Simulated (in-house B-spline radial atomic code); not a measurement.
## One electron outside the [He] 2s2 2p6 core: Mg+

Computed with a B-spline radial code for spherical atoms, no-pair Dirac-Coulomb Hamiltonian, finite nucleus. Rungs: frozen-core Dirac-Hartree-Fock (DHF); Brueckner orbitals from the second-order correlation potential; the same with the Coulomb interaction screened by the core and the hole-particle interaction summed; Breit and QED terms from differences of relaxed Dirac-Fock atoms, where computed. Partial waves beyond l = 6 are extrapolated. The tables show a selection of states; those near core-excited levels, with erratic corrections or far from their DHF start are never shown.

Removal energies (cm⁻¹):

```csv
state,DHF,second order,screened,Breit + QED,final,measured
3s1/2,118824,121154,121207,-16.7,121191,121268
3p1/2,84294,85524,85600,-9.06,85591,85598
3p3/2,84204,85427,85502,-3.57,85499,85507
4s1/2,50858,?,?,?,?,?
3d5/2,49342,49741,49766,0.247,49766,49777
3d3/2,49341,?,?,?,?,?
4p1/2,40250,40629,40646,-3.11,40642,40648
4p3/2,40219,40596,40613,-1.23,40612,40618
5s1/2,28235,28463,28463,-,-,28477
4d5/2,27759,27942,27952,0.139,27952,27957
4d3/2,27758,27941,27952,0.0754,27952,27957
4f5/2,27437,27465,27468,-,-,27468
4f7/2,27437,27465,27467,-,-,27468
5p1/2,23636,23801,23807,-,-,23813
```

Question: What does correlation do to 3d3/2?

Answer: It adds 399.6 cm⁻¹ to the removal energy in second order and 423.9 cm⁻¹ with screening; Breit and QED add 0.146 cm⁻¹, for a final 49765 cm⁻¹ (measured 49777).

Question: What does correlation do to 4s1/2?

Answer: It adds 581.5 cm⁻¹ to the removal energy in second order and 584.4 cm⁻¹ with screening; Breit and QED add -4.73 cm⁻¹, for a final 51438 cm⁻¹ (measured 51463).

Question: How much does each rung gain against experiment?

Answer: Mean relative error over all 15 computed levels with a measured value, shown above or not (NIST Handbook of Basic Atomic Spectroscopic Data (Sansonetti and Martin, J. Phys. Chem. Ref. Data 34, 1559 (2005))): DHF 0.93 %, second order 0.06 %, screened, with Breit and QED where computed, 0.02 %.

Electric-dipole lines from 3s1/2 (reduced matrix elements in atomic units, length form, static core polarisation, sign of DHF taken positive):

```
upper      DHF  + core polarisation  + Brueckner  λ (nm)   A (s⁻¹)
3p1/2    2.462                2.413        2.372   280.9  2.57e+08
3p3/2    3.482                3.412        3.356  280.18  2.59e+08
4p1/2  0.03202              0.05274      0.05383  124.15  1.53e+06
4p3/2  0.04073              0.07005      0.07144   124.1  1.35e+06
5p1/2  0.05178              0.06442      0.06454  102.69   3.9e+06
```

Question: What radiative lifetime does 4p1/2 get from its electric-dipole decays?

Answer: The rates to lower computed states sum to 5.41e+07 s⁻¹, a lifetime of 18.5 ns.

Magnetic hyperfine constants per unit nuclear g factor (MHz, nucleus as a uniformly magnetised ball; they apply to isotopes with nuclear spin):

```tsv
state	DHF	+ core polarisation	+ Brueckner
3s1/2	1351	1616	1745
3p1/2	224.9	278.1	303.2
3p3/2	44.53	55.24	60.08
4s1/2	380.6	452.6	476.6
4p1/2	76.41	94.1	100.6
4p3/2	15.13	18.42	19.63
```

Question: What is the static scalar polarisability of 3s1/2?

Answer: 35.18 bohr³: 0.4698 from the core and 34.71 from the valence electron, Pauli blocking included.
